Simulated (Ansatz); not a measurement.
C$_{2}$H$_{6}$B (SMILES C[B]C), doublet, at a GFN2-xTB geometry; CAM-B3LYP/cc-pVDZ (Ansatz, a first-principles code).

Ansatz was given this input:
Ansatz 0.2 input:
```yaml
crystal:
  periodic: [false, false, false]
  atoms:
    - {symbol: C, position_ang: [1.37748544, -0.08453153, 0.14048362]}
    - {symbol: B, position_ang: [0.02649544, 0.29523667, -0.54583626]}
    - {symbol: C, position_ang: [-1.38643265, -0.01516650, 0.04383900]}
    - {symbol: H, position_ang: [1.60841259, -1.11719610, -0.13034565]}
    - {symbol: H, position_ang: [2.24036755, 0.51069630, -0.15720758]}
    - {symbol: H, position_ang: [1.31883806, -0.05461498, 1.23178911]}
    - {symbol: H, position_ang: [-1.40860248, -0.94562308, 0.61746017]}
    - {symbol: H, position_ang: [-2.19971890, -0.05775153, -0.68020086]}
    - {symbol: H, position_ang: [-1.63809079, 0.78649418, 0.74175039]}
basis:
  gaussian:
    orbitals: cc-pVDZ
hamiltonian:
  xc: cam_b3lyp
magnetization: {spin_polarized: true, initial_magnetization: 1}
scf: {lower_state_search: light}
```

Output, abridged:

```
Functional definition: CAM-B3LYP
862 factors; their error is unknown
264 factors; integrals over basis functions are off by at most 8.2e-6 eV
mean field evaluation 1: about -2839.3799 eV, gradient 3.2e1 eV
mean field evaluation 2: about -2841.0201 eV, gradient 2.6e1 eV
mean field evaluation 4: about -2844.3506 eV, gradient 2.9e-1 eV
mean field evaluation 8: about -2844.3312 eV, gradient 1.2e-1 eV
mean field evaluation 16: about -2844.3313 eV, gradient 2.1e-5 eV
mean field -2844.33129843 eV, -104.5272472602 hartree, gradient 2.1e-5 eV, S^2 0.751405; 0 other end points of the search recorded, 0 dependent functions left out
reference -2844.33139870 eV, -104.5272509451 hartree; 12, 11 occupied and 60, 61 virtual orbitals, 862 factors
Total energy: -2844.33139870 eV, -104.5272509451 hartree
```
